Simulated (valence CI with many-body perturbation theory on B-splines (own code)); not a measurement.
# Ar XIII: what the settings do

Calculated by relativistic CI+MBPT: four valence electrons over a frozen Dirac-Fock core [He], a basis of 6 s, 6 p, 5 d, 3 f, 1 g functions for each j, with the one-electron correlation potential Σ1, the two-electron term Σ2, the three-electron term Σ3, Breit, model QED; selected CI, second order for the rest, scaled by the run's own slope (own B-spline code, finite nucleus).

No measured spectrum was set against this ion. As an estimate, levels of excited configurations hold to 0.05 to 0.15 % of their energy, terms of the ground configuration to about 0.5 %.

The reference run has the lowest level 2s²2p² ³P_0 and an ionisation energy of 685.877 eV. Its largest variational space holds 11418 state functions.

Reference levels: 2s²2p² ³P_1 9849, 2s²2p² ³P_2 21845, 2s²2p² ¹D_2 85372, 2s²2p² ¹S_0 162703, 2s2p³ ⁵S°_2 227007, 2s2p³ ³D°_2 422850, 2s2p³ ³D°_1 423396, 2s2p³ ³D°_3 424129, 2s2p³ ³P°_0 495816, 2s2p³ ³P°_1 496164, 2s2p³ ³P°_2 497376, 2s2p³ ¹D°_2 626521 cm⁻¹.

Task: Rank these changes by the mean size of the shift of these levels, smallest first.
A. orbitals per symmetry with explicit Σ2 and valence Breit (the others get mean screening factors) 5 → 7; scale of Σ1 1 → 0
B. logarithmic knot step 0.27 → 0.2; hole-hole ladder in Σ2 on → off
C. screening of Σ1 on → off

Result: C (1.8 cm⁻¹), B (35 cm⁻¹), A (720 cm⁻¹).
